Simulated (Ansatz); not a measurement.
Ansatz (a first-principles code) input:
A basis named .json is the Basis Set Exchange file of that set.

Ansatz 0.2 input:
```yaml
crystal:
  periodic: [false, false, false]
  atoms:
    - {symbol: O, position_ang: [3.24672011, -0.10669657, -0.21567500]}
    - {symbol: C, position_ang: [2.09962124, -0.08950496, -0.03982740]}
    - {symbol: N, position_ang: [0.92167413, -0.07904389, 0.17570346]}
    - {symbol: Si, position_ang: [-0.73759561, 0.02544178, 0.04315494]}
    - {symbol: F, position_ang: [-1.40022242, -0.23197036, 1.44390868]}
    - {symbol: F, position_ang: [-1.16943161, 1.45194397, -0.45795584]}
    - {symbol: F, position_ang: [-1.28555361, -1.04355975, -0.97147829]}
basis:
  gaussian:
    orbitals: aug-cc-pV_Q+d_Z.json
magnetization: {spin_polarized: false}
correlation: {method: ccsd_t, electrons: outside_noble_gas}
```

Task: What final total energy does it print?

Result: -756.55432 Eh (CCSD(T)/aug-cc-pV(Q+d)Z). The basis has 569 functions.
